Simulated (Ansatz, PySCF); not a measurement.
Process, species as SMILES: C[Si](C)(O)O [dihydroxy(dimethyl)silane] -> C[Si](C)O + [OH] (HO) (the O-Si bond at the site shown breaks; other sites are not compared here)
Each molecule is optimised on its own at B3LYP-D3(BJ)/def2-TZVP (Ansatz, a first-principles code), one conformer each, not searched for the lowest. Frequencies are from Ansatz or PySCF.

Wanted: bond dissociation energy (enthalpy at 298 K, with B3LYP-D3(BJ) rigid-rotor harmonic-oscillator terms), in kJ/mol. Valence correlation only, unless marked. Open shells are spin-unrestricted. Spin-orbit coupling is left out. No relativistic terms. CBS marks a two-point X^-3 extrapolation of the correlation energy; Hartree-Fock from the larger set.

```
level                                                             program  bond dissociation energy (kJ/mol)  minus last row
---------------------------------------------------------  --------------  ---------------------------------  --------------
HF/cc-pV(Q+d)Z                                                     Ansatz                              422.8          -144.8
SVWN5/def2-TZVPD                                                   Ansatz                              620.5            52.9
PBE/def2-TZVPD                                                     Ansatz                              530.1           -37.5
revPBE-D4/def2-TZVPD                                       Ansatz + dftd4                              515.8           -51.8
PBE0-D3(BJ)/def2-TZVPD                                     Ansatz + dftd3                              532.6           -35.0
HSE06/def2-TZVPD                                                   Ansatz                              529.3           -38.3
CAM-B3LYP-D4/def2-TZVPD                                    Ansatz + dftd4                              548.0           -19.6
CAM-B3LYP/def2-TZVPD                                               Ansatz                              543.5           -24.1
wB97M-V/def2-TZVPD                                                 Ansatz                              560.9            -6.7
B2PLYP-D3(BJ)/def2-TZVPD                                   Ansatz + dftd3                              546.4           -21.2
MP2/CBS(cc-pV(T+d)Z,cc-pV(Q+d)Z)                                   Ansatz                              597.6            30.0
SCS-MP2/cc-pV(T+d)Z                                                Ansatz                              569.4             1.8
CCSD(T)/cc-pwCVTZ                                                  Ansatz                              556.3           -11.3
CCSD(T) with core electrons (1s frozen past Ne)/cc-pwCVTZ          Ansatz                              558.3            -9.3
CCSD(T)/CBS(cc-pV(T+d)Z,cc-pV(Q+d)Z)                               Ansatz                              567.6             0.0
```
